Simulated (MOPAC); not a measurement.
Input file for MOPAC: PM7 on MgBe-, 2S+1 = 2, a spin state set in the input, which need not be the lowest, a point of a bond scan (R = 2.934 Å). Charge -1.

```
PM7 1SCF PRECISE CHARGE=-1 UHF MS=0.5 THREADS=1
BeMg

Be     0.00000000 1     0.00000000 1     0.00000000 1
Mg     0.00000000 1     0.00000000 1     2.93437800 1
```

It printed:

```
*******************************************************************************
 **                                                                           **
 **                              MOPAC v23.2.5                                **
 **                                                                           **
 *******************************************************************************
 ** MOPAC's Digital Object Identifier: https://doi.org/10.5281/zenodo.6511958 **
 **                                                                           **
 ** Please cite the open-source release paper for use of this MOPAC version:  **
 ** J. E. Moussa and J. J. P. Stewart (2026)                                  **
 ** MOPAC: An open-source semiempirical molecular orbital program             **
 ** J. Open Source Softw., 11(119), 8025, https://doi.org/10.21105/joss.08025 **
 *******************************************************************************

                              PM7 CALCULATION RESULTS

 *******************************************************************************
 *  PM7        - The PM7 Hamiltonian to be used
 *  UHF        - UNRESTRICTED HARTREE-FOCK CALCULATION
 *
 *
 *
 *                 CHARGE ON SYSTEM = -1
 *
 *
 *
 *  MS=        - IN MECI, MAGNETIC COMPONENT OF SPIN =  0.5
 *  PRECISE    - TIGHTER CRITERIA TO BE USED
 *  1SCF       - DO 1 SCF AND THEN STOP
 *  THREADS=1  - MULTI-THREADING NOT USED
 *  T=         - A TIME OF 172800.0 SECONDS REQUESTED
 *  DUMP=N     - RESTART FILE WRITTEN EVERY 7200.0 SECONDS REQUESTED
 *******************************************************************************
PM7 1SCF PRECISE CHARGE=-1 UHF MS=0.5 THREADS=1
 BeMg

   ATOM   CHEMICAL          X               Y               Z
  NUMBER   SYMBOL      (ANGSTROMS)     (ANGSTROMS)     (ANGSTROMS)

     1      Be          0.00000000  *   0.00000000  *   0.00000000  *
     2      Mg          0.00000000  *   0.00000000  *   2.93437800  *



          CARTESIAN COORDINATES

    NO.       ATOM           X           Y           Z

     1        Be          0.0000      0.0000      0.0000
     2        Mg          0.0000      0.0000      2.9344

 General Reference for PM7:
 "Optimization of Parameters for Semiempirical Methods VI: More Modifications to the
 NDDO Approximations and Re-optimization of Parameters", J. J. P. Stewart, J. Mol. Mod., 1:32, 19 (2013)
 https://link.springer.com/article/10.1007/s00894-012-1667-x

           Empirical Formula: Be Mg  =     2 atoms



      MOLECULAR POINT GROUP   :   C*v


          UHF CALCULATION, NO. OF ALPHA ELECTRONS =    3
                           NO. OF BETA  ELECTRONS =    2

 -------------------------------------------------------------------------------
 PM7 1SCF PRECISE CHARGE=-1 UHF MS=0.5 THREADS=1
 BeMg



     1SCF WAS SPECIFIED, SO BFGS WAS NOT USED
     SCF FIELD WAS ACHIEVED


                              PM7 CALCULATION
                                                       MOPAC v23.2.5 Linux




          FINAL HEAT OF FORMATION =        160.21333 KCAL/MOL =     670.33259 KJ/MOL


          COSMO AREA              =         92.76 SQUARE ANGSTROMS
          COSMO VOLUME            =         75.06 CUBIC ANGSTROMS

          IONIZATION POTENTIAL    =         -0.198403 EV
          ALPHA SOMO LUMO (EV)    =         -1.133  6.255
          BETA  SOMO LUMO (EV)    =          0.198  7.707
          NO. OF ALPHA ELECTRONS  =          3
          NO. OF BETA  ELECTRONS  =          2
          MOLECULAR WEIGHT        =         33.3172         POINT GROUP:  C*v

          MOLECULAR DIMENSIONS (Angstroms)

            Atom       Atom       Distance
           Mg     2   Be     1     2.93438
           Mg     2   Be     1     0.00000
           Be     1   Mg     2     0.00000


          SCF CALCULATIONS        =          1





   ATOM   CHEMICAL          X               Y               Z
  NUMBER   SYMBOL      (ANGSTROMS)     (ANGSTROMS)     (ANGSTROMS)

     1      Be          0.00000000  *   0.00000000  *   0.00000000  *
     2      Mg          0.00000000  *   0.00000000  *   2.93437800  *

                             CARTESIAN COORDINATES

   1   Be        0.000000000     0.000000000     0.000000000
   2   Mg        0.000000000     0.000000000     2.934378000


           Empirical Formula: Be Mg  =     2 atoms



      MOLECULAR POINT GROUP   :   C*v


          ALPHA EIGENVALUES
  -4.02751  -1.13313  -1.13312   6.25512   7.80736   7.97909   7.97909  12.61334


           BETA EIGENVALUES
  -4.11743   0.19840   7.70705   7.75374   7.75450   8.02403   8.02404  13.61458


              NET ATOMIC CHARGES AND DIPOLE CONTRIBUTIONS

  ATOM NO.   TYPE          CHARGE      No. of ELECS.   s-Pop       p-Pop
    1         Be           0.046711        1.9533     1.92373     0.02956
    2         Mg          -1.046711        3.0467     0.06117     2.98554
 DIPOLE           X         Y         Z       TOTAL
 POINT-CHG.     0.000     0.000    -4.471     4.471
 HYBRID         0.002     0.000     0.826     0.826
 SUM            0.002     0.000    -3.645     3.645


          ATOMIC ORBITAL ELECTRON POPULATIONS

     Atom    s        px        py        pz
    1 Be   1.92373   0.00025   0.00025   0.02907
    2 Mg   0.06117   0.99974   0.99975   0.98605


                    (SZ)    =    0.500000
                    (S**2)  =    1.755380


          ATOMIC ORBITAL SPIN POPULATIONS

    Atom   Total    s     px     py     pz
         Atomic
    1 Be -0.0320 -0.005  0.000  0.000 -0.028
    2 Mg  1.0320  0.008  0.999  1.000 -0.975

 **********************
 *                    *
 * JOB ENDED NORMALLY *
 *                    *
 **********************




 == MOPAC DONE ==
```

The run finished. Its determinant has ⟨S²⟩ = 1.76, a mixture of spin states.

Cost: very roughly 0.13 core-seconds.
